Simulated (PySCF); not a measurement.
## ZrO₂ + 2 Cl₂ → ZrCl₄ + O₂

Level: PBE in the def2-TZVP basis family, computed in PySCF with density fitting; scalar-relativistic core potentials for atoms from Rb on, none lighter, no spin–orbit coupling; open shells unrestricted.

```json
{"species": "ZrO₂", "state and structure": "singlet, C2v, Zr–O 1.782 Å (×2); O–Zr–O 106.7°", "ZPE (kJ/mol)": "12.3", "H(298 K) − H(0) (kJ/mol)": "11.3", "S° (J/(mol K))": "268.4"}
{"species": "Cl₂", "state and structure": "singlet, D∞h, Cl–Cl 2.008 Å", "ZPE (kJ/mol)": "3.2", "H(298 K) − H(0) (kJ/mol)": "9.2", "S° (J/(mol K))": "223.0"}
{"species": "ZrCl₄", "state and structure": "singlet, Td, Zr–Cl 2.331 Å (×4)", "ZPE (kJ/mol)": "12.8", "H(298 K) − H(0) (kJ/mol)": "22.7", "S° (J/(mol K))": "369.1"}
{"species": "O₂", "state and structure": "triplet, D∞h, O–O 1.219 Å", "ZPE (kJ/mol)": "9.3", "H(298 K) − H(0) (kJ/mol)": "8.7", "S° (J/(mol K))": "205.2"}
```

(1) Is the gas-phase reaction uphill or downhill in electronic energy at this level, and by how much?

(2) Add zero-point, thermal and entropy terms for 298.15 K and 1 bar.

## Answers

(1) At PBE/def2-TZVP, ΔE = -574.0 kJ/mol, downhill. Chlorination of this kind underlies dry etching.

(2) ΔZPE = 3.4 and Δ[H(298) − H(0)] = 1.7 kJ/mol give ΔH° = -568.9 kJ/mol. ΔS° = -140.1 J/(mol K), so ΔG° = -568.9 − 298.15 × (-0.1401) = -527 kJ/mol.

Only the bonding shown was studied: isomers, or loss of a ligand pair, can lie lower.
